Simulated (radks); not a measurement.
Tc+, 42 electrons, occupied as [Kr] 4d5 5s1 (the NIST ground configuration). All-electron calculation, Dirac Kohn-Sham, BP86, spin-unpolarised, spherical densities, point nucleus; open shells fill j = l - 1/2 first. Program: a radial shooting solver on a logarithmic mesh with Libxc functionals.

Normalised radial functions P(r) = r R(r) (large component), r in bohr:

r	4p3/2	4d5/2
0.001343	0.0007	0.0000
0.001806	0.0012	0.0000
0.002428	0.0021	0.0000
0.003265	0.0038	0.0000
0.004389	0.0066	0.0000
0.005901	0.0115	0.0001
0.007871	0.0194	0.0003
0.01058	0.0329	0.0006
0.01423	0.0545	0.0013
0.01913	0.0879	0.0030
0.02572	0.1365	0.0067
0.0343	0.1993	0.0142
0.04612	0.2737	0.0293
0.062	0.3380	0.0577
0.08336	0.3526	0.1066
0.1121	0.2648	0.1809
0.1507	0.0408	0.2751
0.201	-0.2672	0.3599
0.2702	-0.5204	0.3867
0.3633	-0.4920	0.2889
0.4884	-0.0819	0.0375
0.6567	0.5339	-0.3163
0.8829	0.9818	-0.6448
1.178	1.0026	-0.8063
1.583	0.6825	-0.7620
2.129	0.3158	-0.5736
2.862	0.0957	-0.3475
3.848	0.0172	-0.1624
5.173	0.0015	-0.0531
6.899	0.0001	-0.0114
9.276	0.0000	-0.0013
12.47	0.0000	-0.0001

4p3/2: eigenvalue -51.992 eV, 2 radial nodes at r = 0.157, 0.509 bohr, <r> = 1.18 bohr, 90 % of the charge inside 1.75 bohr. 4d5/2: eigenvalue -14.044 eV, 1 radial node at r = 0.505 bohr, <r> = 1.68 bohr, 90 % of the charge inside 2.70 bohr.
